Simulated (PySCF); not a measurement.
Compound: C5H8NO (charge -1).
Numbering: `[CH3:1]/[N:2]=[CH:3]\[C:4]1([O-:5])[CH2:6][CH2:7]1`

Definitions: NICS(0) = −σiso at the ring centroid; NICS(1) = −σiso and NICS(1)zz = −σzz at ±1 Å along the ring normal z. Level: GIAO PBE0/pcSseg-1 (PySCF, non-relativistic, gas phase) on the GFN2-xTB geometry, one conformer.

Ring bond lengths (Å), with Mayer bond orders in brackets: C4–C6 1.568 (0.78), C6–C7 1.498 (0.97), C7–C4 1.568 (0.78).

Question: Give the NICS values of each ring in ppm.

Answer: 
```
    ring                                            type  NICS(0)  NICS(1), two faces  NICS(1)zz, two faces  rms pucker (Å)  centre to ring atoms, mean (Å)
C4–C6–C7  3-membered carbocycle; formal bonds all single    -33.7         -8.8 / -4.6         -24.5 / -12.7            0.00                            0.89
```

Question: What can be read from them?

Answer: 
- C4–C6–C7: mean NICS(1)zz -18.6 ppm, shielded. C4, C6, C7 have four or more neighbours; no verdict on aromaticity is drawn. The two faces differ by 11.8 ppm, so no symmetry operation interchanges them. NICS(0) lies 27 ppm below the mean NICS(1).

Question: What field does 9.4 T along the ring normal induce along that normal at the second NICS(1) probe listed for ring C4–C6–C7, 1 Å off the ring?

Answer: NICSzz × B0 = -12.7 ppm × 9.4 T = -119 μT, against the applied field.

Question: How shielded are the nuclei of the rings and their hydrogens (means over atoms taken as equivalent)?

Answer: 
```json
{"atoms": "C4", "environment": "sp3 carbon bound to oxygen", "σ isotropic (ppm)": "114.8", "principal values of the symmetric part, first atom (ppm)": "50.6, 88.9, 205.0"}
{"atoms": "C6 (×2)", "environment": "three-membered-ring carbon", "σ isotropic (ppm)": "164.9", "principal values of the symmetric part, first atom (ppm)": "130.1, 167.9, 196.8"}
{"atoms": "H on C6 (×2)", "environment": "methylene hydrogen", "σ isotropic (ppm)": "31.89", "principal values of the symmetric part, first atom (ppm)": "27.1, 30.6, 38.0"}
{"atoms": "H on C6 (×2)", "environment": "methylene hydrogen", "σ isotropic (ppm)": "31.25", "principal values of the symmetric part, first atom (ppm)": "25.7, 29.1, 39.1"}
```

Shape of the structure used: `[CH3:1]/[N:2]=[CH:3]\[C:4]1([O-:5])[CH2:6][CH2:7]1`: N2–C3–C4–O5 0°.
